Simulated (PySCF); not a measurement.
## Stretching BeHg

Set-up: PySCF, scalar-relativistic core potentials, basis sets Be def2-SVP, Hg def2-SVP with ECP60. Energies in eV from Be + Hg in their ground configurations at the same level. State: ¹Σ⁺ (singlet), closed shell.

All columns are PBE0. A positive dipole means Be(−)Hg(+).

```csv
R (Å),E (eV),μ (D),Mulliken charge on Be (basis-dependent),HOMO (eV),LUMO (eV),Mayer bond order,⟨S²⟩
2.700,-0.016,0.59,0.11,-5.63,-1.61,0.50,0.00
2.826,-0.045,0.49,0.09,-5.74,-1.55,0.42,0.00
2.952,-0.059,0.40,0.07,-5.84,-1.50,0.35,0.00
3.046,-0.063,0.34,0.06,-5.92,-1.49,0.31,0.00
3.140,-0.063,0.28,0.05,-5.99,-1.49,0.27,0.00
3.234,-0.061,0.24,0.04,-6.05,-1.49,0.23,0.00
3.360,-0.057,0.18,0.03,-6.12,-1.49,0.19,0.00
3.517,-0.050,0.12,0.02,-6.20,-1.48,0.15,0.00
3.705,-0.041,0.07,0.01,-6.28,-1.47,0.11,0.00
3.956,-0.031,0.03,0.01,-6.35,-1.45,0.08,0.00
```

A fit through these points gives, at Re = 3.103 Å, μ = 0.31 D and dμ/dR = -0.567 D/Å; the reduced mass is 8.627 u.

How strong is the fundamental in the double-harmonic approximation, I = 42.26·(dμ/dR)²/μred km/mol?

I = 42.26·(-0.567)²/8.627 = 1.57 km/mol at PBE0.

Closed-shell solutions of metal pairs were not tested for spin polarisation, which can lower them a little. The bond is weak. Basis-set superposition, not corrected here, can be much of De in a small basis, most of all at correlated wavefunction levels. Functionals without a dispersion term scatter widely for such bonds, and LDA overbinds them. Spin–orbit coupling is left out.
